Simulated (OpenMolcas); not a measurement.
**Cr3+ in a ligand field**

Cr3+ with 6 ligands (sulfide, chloride on the axis) in tetragonal octahedral coordination (D4h) at 2.4 Å, the axial distance 2.376 Å. A charge of +1.17 e stands 3.2 Å behind each ligand. Ligand basis ANO-RCC-VDZP.
```
Cr    0.0000    0.0000    0.0000
S     2.4000    0.0000    0.0000
S     0.0000    2.4000    0.0000
S    -2.4000    0.0000    0.0000
S     0.0000   -2.4000    0.0000
Cl    0.0000    0.0000    2.3760
Cl    0.0000    0.0000   -2.3760
```

- Program: OpenMolcas
- Method: CASSCF
- Basis: ANO-RCC-VTZP [6s5p3d2f1g]
- Scalar Hamiltonian: DKH2, point nucleus
- Active space: 3 electrons in 5 orbitals (3d)
- State averaging: 2S+1 = 4 even, 10 roots; 2S+1 = 2 even, 40 roots
- Spin-orbit coupling: state interaction with AMFI integrals over the reference wave functions

The lowest spin-free states (labels of D4, the rotations of D4h), above the lowest:

```json
{"State": "4B1", "Degeneracy": "1", "E (cm-1)": "0.0"}
{"State": "4E", "Degeneracy": "2", "E (cm-1)": "8242"}
{"State": "4B2", "Degeneracy": "1", "E (cm-1)": "10745"}
{"State": "4A2", "Degeneracy": "1", "E (cm-1)": "13340"}
{"State": "4E", "Degeneracy": "2", "E (cm-1)": "16544"}
{"State": "2A1", "Degeneracy": "1", "E (cm-1)": "18327"}
{"State": "2B1", "Degeneracy": "1", "E (cm-1)": "18745"}
{"State": "2E", "Degeneracy": "2", "E (cm-1)": "19019"}
{"State": "2A2", "Degeneracy": "1", "E (cm-1)": "19531"}
{"State": "2B2", "Degeneracy": "1", "E (cm-1)": "23998"}
{"State": "2E", "Degeneracy": "2", "E (cm-1)": "24416"}
{"State": "2A1", "Degeneracy": "1", "E (cm-1)": "24971"}
{"State": "2E", "Degeneracy": "2", "E (cm-1)": "25887"}
{"State": "2B2", "Degeneracy": "1", "E (cm-1)": "26884"}
{"State": "4A2", "Degeneracy": "1", "E (cm-1)": "26960"}
{"State": "2A2", "Degeneracy": "1", "E (cm-1)": "27388"}
{"State": "4E", "Degeneracy": "2", "E (cm-1)": "28691"}
{"State": "2B1", "Degeneracy": "1", "E (cm-1)": "29269"}
{"State": "2E", "Degeneracy": "2", "E (cm-1)": "29325"}
{"State": "2A1", "Degeneracy": "1", "E (cm-1)": "31477"}
```

The lowest levels with spin-orbit coupling:

| E (cm-1) | Degeneracy | Label | 2S+1 | g |
| --- | --- | --- | --- | --- |
| 0.0 | 2 | E3/2 | 4 | 1.95 3.87 3.87 |
| 1.4 | 2 | E1/2 | 4 | 0.00 0.00 5.85 |
| 8109 | 2 | E3/2 | 4 | 0.29 0.29 3.75 |
| 8208 | 2 | E3/2 | 4 | 0.11 0.43 0.43 |
| 8297 | 2 | E1/2 | 4 | 0.59 0.59 3.84 |
| 8379 | 2 | E1/2 | 4 | 0.73 0.73 7.72 |
| 10736 | 2 | E3/2 | 4 | 2.05 3.80 3.80 |
| 10755 | 2 | E1/2 | 4 | 0.00 0.00 6.16 |
| 13340 | 2 | E3/2 | 4 | 0.00 0.00 5.98 |
| 13345 | 2 | E1/2 | 4 | 1.99 3.96 3.96 |
| 16479 | 2 | E3/2 | 4 | 1.00 1.00 4.87 |
| 16533 | 2 | E3/2 | 4 | 0.78 1.21 1.21 |
| 16584 | 2 | E1/2 | 4 | 0.59 0.59 3.10 |
| 16640 | 2 | E1/2 | 4 | 0.72 0.72 7.20 |
| 18326 | 2 | E1/2 | 2 | 1.37 1.37 1.52 |
| 18738 | 2 | E3/2 | 2 | 0.03 0.03 1.47 |
| 18970 | 2 | E3/2 | 2 | 1.84 1.84 3.35 |
| 19143 | 2 | E1/2 | 2 | 0.03 0.37 0.37 |
| 19546 | 2 | E1/2 | 2 | 1.90 1.90 2.05 |
| 24019 | 2 | E3/2 | 2 | 1.56 1.56 1.89 |

Powder χT (cm3 K/mol): 1.7 at 2 K, 1.76 at 10 K, 1.77 at 50 K, 1.78 at 100 K, 1.8 at 200 K, 1.81 at 300 K. The effective moment at 300 K is 2.828 √(χT) = 3.81 μB.

The lowest level has 2S+1 = 4, for which the spin-only value is χT = S(S+1) / 2 = 1.875 cm3 K/mol (g = 2). The computed 1.813 at 300 K differs by -0.062, through orbital momentum, spin-orbit coupling and any other state in reach.

Metal share of the active 3d orbitals (Löwdin): 84, 89, 96, 96, 96 %; Mulliken charge of the metal 1.22.

Without dynamic correlation the repulsion within the d shell is too large (B by tens of per cent), so at a given field states of lower spin stand too high. The least metal-like active orbital is 84 % on the metal (Löwdin) and no ligand orbital is active, so the numbers are rough. The sulfide ions are held by bare point charges, a crude embedding. Ligand-to-metal charge-transfer states are missing. With no ligand orbital active B as a rule stays too high, so bands that hang on it stand too high and its fall with covalency is understated. With metal d orbitals alone and no dynamic correlation the field as a rule comes out too small, by tens of per cent, by up to half for chloride and softer ligands. No measured value stands beside these numbers; the geometry is a model, was not optimised and need not be the one that this ion takes.

The RASSCF and RASSI steps took 40 s on 1 thread of Arm Neoverse V2, on a shared host; the integral step is not counted.
